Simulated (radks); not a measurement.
Values are calculated unless marked as measured or tabulated.
Coulomb parameter of the 3d shell of the iron ion Fe+ in the model configuration [Ar] 3d5 4s1 4p1, as a second difference U = [E(n + 0.5) + E(n - 0.5) - 2 E(n)] / (0.5)^2 with all orbitals relaxed. "Bare": the charge of the atom changes with n. "Screened": the 4p shell takes up the change at fixed total charge, which measures U(3d,3d) + U(4p,4p) - 2 U(3d,4p). Level of theory: scalar-relativistic Kohn-Sham, BLYP, spin-unpolarised, spherical densities, point nucleus (a radial shooting solver on a logarithmic mesh with Libxc functionals).

case                  configuration  E - E(n) (eV)
start              [Ar] 3d5 4s1 4p1          0.000
bare +0.5        [Ar] 3d5.5 4s1 4p1         -9.529
bare -0.5        [Ar] 3d4.5 4s1 4p1         13.423
screened +0.5  [Ar] 3d5.5 4s1 4p0.5         -6.157
screened -0.5  [Ar] 3d4.5 4s1 4p1.5          7.576

U(bare) = 15.576 eV, U(screened by 4p) = 5.678 eV, against the Slater integral F0(3d,3d) = 24.670 eV with frozen orbitals.
